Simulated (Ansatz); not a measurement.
Geometry optimisation, RKS B3LYP-D4/def2-SVP (Ansatz).

Input file:

```yaml
crystal:
  periodic: [false, false, false]
  atoms:
    - { symbol: Al, position_ang: [0.0, 0.0, 0.0] }
    - { symbol: O, position_ang: [0.0, 0.0, 1.78] }
    - { symbol: H, position_ang: [-0.9095, -0.2814, 2.1171] }
    - { symbol: O, position_ang: [1.5415, 0.0, -0.89] }
    - { symbol: H, position_ang: [1.8414, -0.9519, -1.0449] }
    - { symbol: F, position_ang: [-1.4635, 0.0, -0.845] }
basis:
  gaussian: { orbitals: def2-SVP }
hamiltonian:
  xc: b3lyp
  dispersion: d4
relax:
  f_tol: 0.02
  max_steps: 40
output:
  orbitals: {}
```

Launched with:

```bash
$ ansatz run input.yaml --threads 1 --pin off --max-ram 2048MiB --backend cpu --events-out ev --progress --plain --runs-dir out
```

Where does it end, and by what steps?

The forces met the threshold. The force dipped under the threshold on the way, but the program's further checks kept it going. After 14 steps the energy has fallen by 0.472 eV; H5 moved furthest, 0.57 Å.

```csv
step,energy less start (eV),largest force component (eV/Å),accepted
0,0.0000,1.936,yes
1,-0.1982,1.433,yes
2,-0.2694,1.088,yes
3,-0.3228,0.646,yes
4,-0.3599,0.254,yes
5,-0.3658,0.434,yes
6,-0.3722,0.228,yes
7,-0.4051,0.992,yes
8,-0.4651,0.096,yes
9,-0.4667,0.077,yes
10,-0.4711,0.046,yes
11,-0.4719,0.011,yes
12,-0.4712,0.242,no
13,-0.4720,0.040,yes
14,-0.4720,0.005,yes
```

```xyz
6
Properties=species:S:1:pos:R:3
Al -0.100 -0.140 -0.080
O -0.003 -0.222 1.608
H -0.738 -0.092 2.213
O 1.254 -0.386 -1.058
H 2.137 -0.582 -0.734
F -1.541 0.188 -0.832
```

Whether the end is a true minimum wasn't checked by a vibrational analysis.

Run time: 34 s on 1 thread of Arm Neoverse V2 (shared host), peak memory 0.14 GiB.
